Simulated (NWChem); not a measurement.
Everything below was run with NWChem. System: HAlBr2O, charge 0, spin multiplicity 1, at a geometry optimised with B3LYP/def2-SVP. The structure started from a generated list of species. Level: B3LYP/def2-TZVP, VWN1-RPA local correlation.

Job file:

```
start mol
memory heap 200 mb stack 800 mb global 1000 mb
geometry units angstroms nocenter noautoz
  Al     0.671717     0.041992     0.000000
  Br    -0.333748    -1.974980     0.000000
  Br    -0.539715     1.928864     0.000000
  O      2.355062     0.198144     0.000000
  H      2.998392    -0.516998     0.000000
  symmetry group Cs
end
basis spherical
  * library def2-tzvp
end
dft
  xc b3lyp
  semidirect memsize 60000000 filesize 0
  iterations 100
end
task dft energy
```

Part of the output:

```
             Northwest Computational Chemistry Package (NWChem) 7.3.0
             --------------------------------------------------------

                                NWChem Input Module
                                -------------------

 Scaling coordinates for geometry "geometry" by  1.889725989
 (inverse scale =  0.529177249)

 Turning off AUTOSYM since
 SYMMETRY directive was detected!

                             Geometry "geometry" -> ""
                             -------------------------

 Output coordinates in angstroms (scale by  1.889725989 to convert to a.u.)

  No.       Tag          Charge          X              Y              Z
 ---- ---------------- ---------- -------------- -------------- --------------
    1 Al                  13.0000     0.67171700     0.04199200     0.00000000
    2 Br                  35.0000    -0.33374800    -1.97498000     0.00000000
    3 Br                  35.0000    -0.53971500     1.92886400     0.00000000
    4 O                    8.0000     2.35506200     0.19814400     0.00000000
    5 H                    1.0000     2.99839200    -0.51699800     0.00000000

 Effective nuclear repulsion energy (a.u.)     516.0553981185

            Nuclear Dipole moment (a.u.)
            ----------------------------
        X                 Y               Z
 ---------------- ---------------- ----------------
     0.0000075589    -0.0000188973     0.0000000000

      Symmetry information
      --------------------

 Group name             Cs
 Group number              2
 Group order               2
 No. of unique centers     5

      Symmetry unique atoms

     1    2    3    4    5


 Summary of "ao basis" -> "" (spherical)
 ------------------------------------------------------------------------------
       Tag                 Description            Shells   Functions and Types
 ---------------- ------------------------------  ------  ---------------------
 *                         def2-tzvp                  on all atoms

                                 NWChem DFT Module
                                 -----------------

 Summary of "ao basis" -> "ao basis" (spherical)
 ------------------------------------------------------------------------------
       Tag                 Description            Shells   Functions and Types
 ---------------- ------------------------------  ------  ---------------------
 Al                        def2-tzvp                13       37   5s5p2d1f
 Br                        def2-tzvp                16       48   6s5p4d1f
 O                         def2-tzvp                11       31   5s3p2d1f
 H                         def2-tzvp                 4        6   3s1p

 Summary of "ao basis" -> "ao basis" (spherical)
 ------------------------------------------------------------------------------
       Tag                 Description            Shells   Functions and Types
 ---------------- ------------------------------  ------  ---------------------
 Al                        def2-tzvp                13       37   5s5p2d1f
 Br                        def2-tzvp                16       48   6s5p4d1f
 O                         def2-tzvp                11       31   5s3p2d1f
 H                         def2-tzvp                 4        6   3s1p

      Symmetry analysis of basis
      --------------------------

        a'        115
        a"         55

            General Information
            -------------------
          SCF calculation type: DFT
          Wavefunction type:  closed shell.
[...]
 d= 0,ls=0.0,diis     3  -5466.8569122288 -1.73D-01  1.12D-03  3.35D-01    16.9
 d= 0,ls=0.0,diis     4  -5466.8838605881 -2.69D-02  5.11D-04  1.67D-02    18.1
 d= 0,ls=0.0,diis     5  -5466.8852809902 -1.42D-03  1.56D-04  1.56D-03    19.3
  Resetting Diis
 d= 0,ls=0.0,diis     6  -5466.8854859119 -2.05D-04  1.96D-05  1.98D-05    20.4
 d= 0,ls=0.0,diis     7  -5466.8854885953 -2.68D-06  7.06D-06  1.05D-06    21.4
 d= 0,ls=0.0,diis     8  -5466.8854884761  1.19D-07  3.75D-06  2.44D-06    22.3

         Total DFT energy =    -5466.885488476089
      One electron energy =    -8636.583216643588
           Coulomb energy =     2864.123891230550
    Exchange-Corr. energy =     -210.481561181535
 Nuclear repulsion energy =      516.055398118484

 Numeric. integr. density =       91.999998782538

     Total iterative time =     19.0s

                  Occupations of the irreducible representations
                  ----------------------------------------------

                     irrep           alpha         beta
                     --------     --------     --------
                     a'               34.0         34.0
                     a"               12.0         12.0

                       DFT Final Molecular Orbital Analysis
                       ------------------------------------

 Vector   44  Occ=2.000000D+00  E=-3.239300D-01  Symmetry=a'
              MO Center= -2.8D-01, -9.6D-02,  1.9D-15, r^2= 5.1D+00
   Bfn.  Coefficient  Atom+Function         Bfn.  Coefficient  Atom+Function
  ----- ------------  ---------------      ----- ------------  ---------------
    53      0.343456  2 Br px               101      0.305492  3 Br px
    47     -0.241602  2 Br px                50      0.220703  2 Br px
    95     -0.213255  3 Br px                56      0.203084  2 Br px
    98      0.194215  3 Br px               104      0.175273  3 Br px
   102      0.142874  3 Br py                96     -0.099304  3 Br py

 Vector   45  Occ=2.000000D+00  E=-3.158523D-01  Symmetry=a"
              MO Center= -4.1D-01,  3.9D-01,  5.2D-16, r^2= 5.0D+00
   Bfn.  Coefficient  Atom+Function         Bfn.  Coefficient  Atom+Function
  ----- ------------  ---------------      ----- ------------  ---------------
   103      0.396523  3 Br pz                55     -0.317287  2 Br pz
    97     -0.279249  3 Br pz               100      0.255740  3 Br pz
   106      0.238935  3 Br pz                49      0.223737  2 Br pz
    52     -0.205122  2 Br pz                58     -0.194044  2 Br pz
    94      0.085129  3 Br pz                46     -0.068201  2 Br pz

 Vector   46  Occ=2.000000D+00  E=-3.064185D-01  Symmetry=a'
              MO Center= -3.4D-01,  1.4D-01, -1.9D-16, r^2= 5.3D+00
   Bfn.  Coefficient  Atom+Function         Bfn.  Coefficient  Atom+Function
  ----- ------------  ---------------      ----- ------------  ---------------
    53      0.290194  2 Br px               101     -0.286254  3 Br px
   102     -0.243655  3 Br py                47     -0.206005  2 Br px
    95      0.202547  3 Br px                50      0.190338  2 Br px
    54     -0.188862  2 Br py                98     -0.186857  3 Br px
    56      0.181349  2 Br px               104     -0.177250  3 Br px

 Vector   47  Occ=0.000000D+00  E=-5.581313D-02  Symmetry=a'
              MO Center=  5.3D-01, -4.3D-02,  8.0D-15, r^2= 5.4D+00
   Bfn.  Coefficient  Atom+Function         Bfn.  Coefficient  Atom+Function
  ----- ------------  ---------------      ----- ------------  ---------------
     5      1.076492  1 Al s                  4      0.454278  1 Al s
   138     -0.377824  4 O  s                 43     -0.325491  2 Br s
    57     -0.304391  2 Br py                91     -0.280740  3 Br s
   105      0.272864  3 Br py                 3     -0.240541  1 Al s
   167      0.222821  5 H  s                104     -0.163795  3 Br px

 Vector   48  Occ=0.000000D+00  E=-3.439394D-02  Symmetry=a"
              MO Center=  4.5D-01,  6.0D-03,  7.8D-15, r^2= 4.4D+00
   Bfn.  Coefficient  Atom+Function         Bfn.  Coefficient  Atom+Function
  ----- ------------  ---------------      ----- ------------  ---------------
    20      0.724857  1 Al pz                17      0.484207  1 Al pz
    58     -0.248364  2 Br pz               106     -0.243964  3 Br pz
   147     -0.154914  4 O  pz               141     -0.144029  4 O  pz
    55     -0.141582  2 Br pz               103     -0.137064  3 Br pz
   144     -0.115543  4 O  pz                52     -0.110411  2 Br pz

 Vector   49  Occ=0.000000D+00  E= 2.244433D-02  Symmetry=a'
              MO Center=  1.8D+00, -4.4D-01,  2.9D-14, r^2= 6.5D+00
   Bfn.  Coefficient  Atom+Function         Bfn.  Coefficient  Atom+Function
  ----- ------------  ---------------      ----- ------------  ---------------
   167     -0.908225  5 H  s                138      0.836783  4 O  s
    18     -0.671420  1 Al px                91     -0.289564  3 Br s
     4      0.281826  1 Al s                105      0.260621  3 Br py
    15     -0.231907  1 Al px               146     -0.206389  4 O  py
   145      0.183643  4 O  px                57     -0.182206  2 Br py

 center of mass
 --------------
 x =  -0.10188902 y =   0.00088852 z =   0.00000000

 moments of inertia (a.u.)
 ------------------
        2178.326073146871          85.175547293425           0.000000000000
          85.175547293425         505.434089943723           0.000000000000
           0.000000000000           0.000000000000        2683.760163090594

     Multipole analysis of the density
     ---------------------------------

     L   x y z        total         alpha         beta         nuclear
     -   - - -        -----         -----         ----         -------
     0   0 0 0     -0.000000    -46.000000    -46.000000     92.000000

     1   1 0 0      0.467220      0.233606      0.233606      0.000008
     1   0 1 0     -0.422111     -0.211046     -0.211046     -0.000019
     1   0 0 1     -0.000000     -0.000000     -0.000000      0.000000

     2   2 0 0    -39.157295   -150.494471   -150.494471    261.831648
     2   1 1 0     -3.044122     17.791212     17.791212    -38.626546
     2   1 0 1     -0.000000     -0.000000     -0.000000      0.000000
     2   0 2 0    -42.781391   -498.737505   -498.737505    954.693619
     2   0 1 1     -0.000000     -0.000000     -0.000000      0.000000
     2   0 0 2    -39.055696    -19.527848    -19.527848      0.000000

 Task  times  cpu:       22.4s     wall:       22.4s

 Total times  cpu:       22.4s     wall:       22.4s
```
